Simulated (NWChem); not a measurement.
System: ZrHF₃; SMILES [F][ZrH]([F])[F]

```xyz
5

Zr     0.0000     0.0000    -0.1284
F      1.8124     0.0588     0.4101
F     -0.8553    -1.5990     0.4101
F     -0.9572     1.5402     0.4101
H      0.0000     0.0000    -1.9744
```
Atoms are numbered in this order, from 1.

Results from NWChem. All runs use the structure optimised with PBE0/def2-SVP. Not confirmed as a minimum by frequencies. def2 effective core potentials on Zr; no spin-orbit coupling. Ions are spin-unrestricted doublets at the neutral geometry; other ion states weren't tried.

Question: Estimate the computed values for PBE/def2-SVP. Quantities: vertical ionisation energy, ΔSCF (eV); −ε(HOMO) (eV).

Answer: 
| Property | Result |
|---|---|
| vertical ionisation energy, ΔSCF (eV) | 11.28 |
| −ε(HOMO) (eV) | 7.52 |
